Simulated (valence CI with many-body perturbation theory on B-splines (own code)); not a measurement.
## E1 line list for Lu LXVII

Level of theory: relativistic CI+MBPT: three valence electrons over a frozen Dirac-Fock core [He], a basis of 11 s, 11 p, 9 d, 7 f, 5 g, 2 h, 1 i functions for each j, with the one-electron correlation potential Σ1, the two-electron term Σ2, the three-electron term Σ3, Breit, model QED; selected CI, second order for the rest (own B-spline code, finite nucleus).

The last digits are not significant, and no measured levels were compared; by estimate large intervals hold to a few tenths of a per cent, small ones and those within an open d or f shell to about a per cent.

Lines 1 to 50 of 280 in falling wavelength, among levels below 11935 eV, chosen from the strongest by gf and those to the six lowest levels. Wavelengths and rates use the calculated energies. Electric multipoles are in the length gauge, E1 and E2 with the static RPA response of the core. Weak lines are less certain than strong ones. Lines between different terms over intervals too small for the method are left out, as are lines whose strength nearly cancels. The highest levels of a list are the least certain.

Levels are named by their leading jj configuration (3d3/2^4 stands for four electrons in 3d with j = 3/2), which in mixed levels can hold well under half, so a name can repeat and another be missing. Letters in brackets count levels of one name in rising energy.

| λ vac (Å) | Upper | Lower | A (s⁻¹) | log gf | Branch % |
| --- | --- | --- | --- | --- | --- |
| 84.25 | (2p1/2 2p3/2 3d5/2) J=7/2 [a] | (2p1/2 2p3/2 3p3/2) J=5/2 [a] | 2.00e+10 | -0.77 | 0.0 |
| 84.04 | (2p1/2 2p3/2 3d5/2) J=9/2 | (2p1/2 2p3/2 3p3/2) J=7/2 | 3.29e+10 | -0.46 | 0.3 |
| 83.98 | (2p1/2 2p3/2 3d5/2) J=7/2 [b] | (2p1/2 2p3/2 3p3/2) J=5/2 [b] | 2.68e+10 | -0.65 | 0.0 |
| 83.84 | (2s 2p3/2 3d5/2) J=9/2 | (2s 2p3/2 3p3/2) J=7/2 | 2.91e+10 | -0.51 | 21.6 |
| 83.55 | (2s 2p1/2 3d5/2) J=7/2 | (2s 2p1/2 3p3/2) J=5/2 | 3.12e+10 | -0.58 | 0.0 |
| 82.97 | (2s 2p3/2 3d5/2) J=7/2 [a] | (2s 2p3/2 3p3/2) J=5/2 [a] | 2.33e+10 | -0.72 | 0.0 |
| 82.79 | (2s 2p3/2 3d5/2) J=7/2 [b] | (2s 2p3/2 3p3/2) J=5/2 [b] | 2.30e+10 | -0.72 | 0.0 |
| 82.49 | (2p1/2^2 3d5/2) J=5/2 | (2p1/2^2 3p3/2) J=3/2 | 3.44e+10 | -0.68 | 0.0 |
| 81.48 | (2s^2 3d5/2) J=5/2 | (2s^2 3p3/2) J=3/2 | 2.58e+10 | -0.81 | 0.0 |
| 81.40 | (2s 2p1/2 3d5/2) J=5/2 [a] | (2s 2p1/2 3p3/2) J=3/2 [a] | 3.12e+10 | -0.73 | 0.0 |
| 78.99 | (2p1/2 2p3/2 3d5/2) J=5/2 [a] | (2p1/2 2p3/2 3p3/2) J=3/2 [a] | 2.58e+10 | -0.84 | 0.0 |
| 78.69 | (2s 2p1/2 3d5/2) J=5/2 [b] | (2s 2p1/2 3p3/2) J=3/2 [b] | 3.04e+10 | -0.77 | 0.0 |
| 69.87 | (2s 2p1/2 2p3/2) J=3/2 [a] | (2s^2 2p3/2) J=3/2 | 9.86e+08 | -2.54 | 1.4 |
| 57.10 | (2s 2p1/2 2p3/2) J=5/2 | (2s^2 2p3/2) J=3/2 | 7.88e+09 | -1.64 | 99.4 |
| 49.09 | (2s 2p1/2^2) J=1/2 | (2s^2 2p1/2) J=1/2 | 2.21e+10 | -1.80 | 100.0 |
| 46.81 | (2p1/2^2 2p3/2) J=3/2 | (2s 2p1/2 2p3/2) J=1/2 | 1.32e+10 | -1.76 | 0.2 |
| 43.39 | (2s 2p1/2 2p3/2) J=1/2 | (2s^2 2p3/2) J=3/2 | 1.69e+10 | -2.02 | 0.2 |
| 43.08 | (2s 2p1/2 2p3/2) J=3/2 [b] | (2s^2 2p3/2) J=3/2 | 1.22e+10 | -1.87 | 0.2 |
| 37.18 | (2p1/2^2 2p3/2) J=3/2 | (2s 2p1/2 2p3/2) J=5/2 | 7.18e+10 | -1.23 | 1.2 |
| 33.23 | (2p1/2^2 2p3/2) J=3/2 | (2s 2p1/2 2p3/2) J=3/2 [a] | 1.99e+10 | -1.88 | 0.3 |
| 32.01 | (2p1/2 2p3/2 3d3/2) J=5/2 [b] | (2p1/2 2p3/2 3p1/2) J=3/2 [b] | 2.59e+11 | -0.62 | 0.0 |
| 31.66 | (2s 2p1/2 3d3/2) J=3/2 [b] | (2s 2p1/2 3p1/2) J=1/2 [b] | 2.55e+11 | -0.81 | 0.0 |
| 31.55 | (2p1/2 2p3/2 3d3/2) J=3/2 [b] | (2p1/2 2p3/2 3p1/2) J=3/2 [b] | 3.00e+11 | -0.75 | 0.0 |
| 30.63 | (2s 2p3/2 3d3/2) J=5/2 [a] | (2s 2p3/2 3p1/2) J=5/2 | 2.75e+11 | -0.63 | 0.0 |
| 30.49 | (2s 2p3/2 3d3/2) J=5/2 [a] | (2s 2p3/2 3p1/2) J=3/2 [a] | 2.36e+11 | -0.70 | 0.0 |
| 30.16 | (2s 2p3/2 3d3/2) J=5/2 [b] | (2s 2p3/2 3p1/2) J=3/2 [b] | 5.16e+11 | -0.37 | 0.0 |
| 30.06 | (2s 2p3/2 3d3/2) J=3/2 [a] | (2s 2p3/2 3p1/2) J=3/2 [a] | 4.30e+11 | -0.63 | 0.0 |
| 30.05 | (2p1/2 2p3/2 3d3/2) J=5/2 [a] | (2p1/2 2p3/2 3p1/2) J=3/2 [a] | 4.13e+11 | -0.47 | 0.2 |
| 30.05 | (2s 2p3/2 3d3/2) J=7/2 | (2s 2p3/2 3p1/2) J=5/2 | 5.00e+11 | -0.27 | 0.0 |
| 29.95 | (2s 2p1/2 3d3/2) J=3/2 [a] | (2s 2p1/2 3p1/2) J=1/2 [a] | 4.99e+11 | -0.57 | 0.1 |
| 29.92 | (2s^2 3d3/2) J=3/2 | (2s^2 3p1/2) J=1/2 | 5.14e+11 | -0.56 | 0.0 |
| 29.88 | (2p1/2^2 3d3/2) J=3/2 | (2p1/2^2 3p1/2) J=1/2 | 5.05e+11 | -0.57 | 0.2 |
| 29.88 | (2s 2p3/2 3p3/2) J=3/2 [a] | (2s 2p3/2 3s) J=3/2 [a] | 6.36e+11 | -0.47 | 0.2 |
| 29.84 | (2p1/2 2p3/2 3d3/2) J=7/2 | (2p1/2 2p3/2 3p1/2) J=5/2 | 5.13e+11 | -0.26 | 1.4 |
| 29.77 | (2s 2p1/2 3d3/2) J=5/2 | (2s 2p1/2 3p1/2) J=3/2 | 5.06e+11 | -0.39 | 0.2 |
| 29.73 | (2s 2p3/2 3d3/2) J=1/2 [a] | (2s 2p3/2 3p1/2) J=3/2 [a] | 5.80e+11 | -0.81 | 0.0 |
| 29.70 | (2p1/2 2p3/2 3d3/2) J=3/2 [a] | (2p1/2 2p3/2 3p1/2) J=1/2 | 2.95e+11 | -0.81 | 0.1 |
| 29.66 | (2s 2p3/2 3d5/2) J=5/2 [b] | (2p1/2 2p3/2 3s) J=3/2 [a] | 3.22e+11 | -0.59 | 0.0 |
| 29.60 | (2s 2p1/2 3p3/2) J=3/2 [b] | (2s 2p1/2 3s) J=1/2 [b] | 4.41e+11 | -0.63 | 0.1 |
| 29.25 | (2s 2p3/2 3p3/2) J=5/2 [b] | (2s 2p3/2 3s) J=3/2 [b] | 8.17e+11 | -0.20 | 0.3 |
| 29.22 | (2s 2p1/2 3p3/2) J=1/2 | (2s 2p1/2 3s) J=1/2 [b] | 7.39e+11 | -0.72 | 0.1 |
| 29.15 | (2p1/2 2p3/2 3p3/2) J=5/2 [a] | (2p1/2 2p3/2 3s) J=3/2 [a] | 4.99e+11 | -0.42 | 0.1 |
| 29.13 | (2p1/2 2p3/2 3p3/2) J=7/2 | (2p1/2 2p3/2 3s) J=5/2 | 7.19e+11 | -0.14 | 0.2 |
| 28.89 | (2s 2p3/2 3p3/2) J=7/2 | (2s 2p3/2 3s) J=5/2 | 8.80e+11 | -0.06 | 25.6 |
| 28.74 | (2p1/2 2p3/2 3d3/2) J=5/2 [b] | (2p1/2 2p3/2 3p1/2) J=5/2 | 2.15e+11 | -0.80 | 0.0 |
| 28.70 | (2p1/2 2p3/2 3p3/2) J=3/2 [b] | (2p1/2 2p3/2 3s) J=3/2 [b] | 3.64e+11 | -0.74 | 0.1 |
| 28.60 | (2s 2p3/2 3p3/2) J=5/2 [a] | (2s 2p3/2 3s) J=3/2 [a] | 4.09e+11 | -0.52 | 0.1 |
| 28.28 | (2s 2p3/2 3p3/2) J=1/2 [a] | (2s 2p3/2 3s) J=3/2 [a] | 8.44e+11 | -0.69 | 0.1 |
| 28.16 | (2s 2p1/2 3p3/2) J=3/2 [a] | (2s 2p1/2 3s) J=1/2 [a] | 8.86e+11 | -0.38 | 0.6 |
| 28.13 | (2p1/2^2 3p3/2) J=3/2 | (2p1/2^2 3s) J=1/2 | 8.35e+11 | -0.40 | 0.2 |
